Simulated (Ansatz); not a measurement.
`[SiH3][O][Zn][Cl]` + `CCCCBr` → `[SiH3]CCBr` + `CC[O][Zn][Cl]`  (formal exchange of groups at the Si–O bond)

Calculated with Ansatz (gas phase, PBE0-D4/def2-TZVP geometries, no zero-point term in ΔE). CCSD(T)/CBS is the MP2 limit (def2-TZVPP, def2-QZVPP) plus CCSD(T) − MP2 in def2-TZVPP, frozen cores. DFT in def2-TZVPP. HSE06 is defined as in plane-wave codes. For Br, Zn outer-core shells are correlated without core-valence functions, which leaves a few kJ/mol of doubt a bond. Scalar relativity is left out up to krypton. One conformer a species, not always the lowest.

CCSD(T)/CBS gives +171.0 kJ/mol.

Another level gave +163.0 kJ/mol. Which?
A. ωB97X-V/def2-TZVPP
B. SCS-MP2/def2-TZVPP
C. HSE06-D4/def2-TZVPP
D. BHLYP/def2-TZVPP

A. ωB97X-V 163.0, HSE06-D4 155.5, BHLYP 170.9, SCS-MP2/def2-TZVPP 175.7 kJ/mol.

Largest T1 diagnostic among the species: 0.015.

At CCSD(T), def2-SVP lies −8.6 kJ/mol from the extrapolated value and def2-TZVPP −1.7 kJ/mol. From r2SCAN to r2SCAN0 (25 % exact exchange), in def2-TZVPP and without D4, ΔE moves by +7.8 kJ/mol. In def2-TZVPP, CCSD(T) changes the Hartree–Fock value by −12.7 kJ/mol (the triples alone add −3.1 kJ/mol) and MP2 by −5.7 kJ/mol.
